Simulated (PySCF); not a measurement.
B(H)(I)(Me) (CH4BI), SMILES B(C)I.

Geometry: B3LYP-D3(BJ)/def2-SVP. The def2 effective core potentials stand for the cores of I; spin–orbit coupling is left out.

All values below come from B3LYP-D3(BJ)/def2-SVP (PySCF 2.14.0).

Frequencies are harmonic and unscaled.

| mode | ν (cm⁻¹) | IR (km/mol) | Raman (Å⁴/amu) | depolarisation | moving atoms (share of kinetic energy) |
|---|---|---|---|---|---|
| 1 | 53 | 1.6 | 0.4 | 0.75 | H 90 %, B 9 % |
| 2 | 257 | 0.8 | 4.3 | 0.53 | C 44 %, H 26 %, B 19 %, I 11 % |
| 3 | 523 | 28.7 | 11.5 | 0.20 | B 61 %, H 24 %, I 8 % |
| 4 | 628 | 0.0 | 2.4 | 0.75 | H 92 % |
| 5 | 821 | 14.7 | 3.0 | 0.52 | H 78 %, C 12 %, B 10 % |
| 6 | 863 | 18.0 | 4.7 | 0.75 | H 56 %, B 31 %, C 14 % |
| 7 | 1034 | 12.5 | 3.9 | 0.12 | H 44 %, B 33 %, C 23 % |
| 8 | 1104 | 227.0 | 2.9 | 0.57 | H 62 %, B 33 % |
| 9 | 1310 | 70.3 | 17.1 | 0.63 | H 71 %, C 26 % |
| 10 | 1421 | 6.6 | 13.3 | 0.72 | H 92 % |
| 11 | 1427 | 4.4 | 11.4 | 0.75 | H 96 % |
| 12 | 2646 | 98.5 | 117.5 | 0.24 | H 91 %, B 9 % |
| 13 | 3006 | 0.5 | 214.9 | 0.05 | H 96 % |
| 14 | 3064 | 2.1 | 118.6 | 0.75 | H 91 %, C 9 % |
| 15 | 3141 | 6.1 | 60.1 | 0.74 | H 91 %, C 9 % |
